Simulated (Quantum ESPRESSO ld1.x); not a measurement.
Sb I, configuration [Kr] 4d10 5s2 5p3.

Calculated with ld1.x of Quantum ESPRESSO 7.5: scalar-relativistic Kohn-Sham, revPBE, spin-unpolarised, spherical densities, point nucleus.

Energy parts (eV):
total: -176375.8
kinetic: 184474.4
electron-nucleus: -426569.2
Hartree: 70354.3
exchange-correlation: -4635.4

Orbitals (lengths in bohr, moments of r in powers of bohr; r(90%) holds 90 % of the orbital's charge):
[
 {"orbital": "1s", "occ.": "2", "eigenvalue (eV)": "-30306.932", "r(90%)": "0.0511"},
 {"orbital": "2s", "occ.": "2", "eigenvalue (eV)": "-4611.828", "r(90%)": "0.189"},
 {"orbital": "2p", "occ.": "6", "eigenvalue (eV)": "-4139.806", "r(90%)": "0.174"},
 {"orbital": "3s", "occ.": "2", "eigenvalue (eV)": "-904.196", "r(90%)": "0.486"},
 {"orbital": "3p", "occ.": "6", "eigenvalue (eV)": "-750.361", "r(90%)": "0.494"},
 {"orbital": "3d", "occ.": "10", "eigenvalue (eV)": "-515.815", "r(90%)": "0.481"},
 {"orbital": "4s", "occ.": "2", "eigenvalue (eV)": "-148.844", "r(90%)": "1.14"},
 {"orbital": "4p", "occ.": "6", "eigenvalue (eV)": "-101.785", "r(90%)": "1.25"},
 {"orbital": "4d", "occ.": "10", "eigenvalue (eV)": "-33.485", "r(90%)": "1.59"},
 {"orbital": "5s", "occ.": "2", "eigenvalue (eV)": "-12.766", "r(90%)": "3.29"},
 {"orbital": "5p", "occ.": "3", "eigenvalue (eV)": "-4.781", "r(90%)": "4.46"}
]

The highest occupied level is 5p at -4.781 eV. The density falls to 0.001 e/bohr^3 at r = 4.70 bohr.
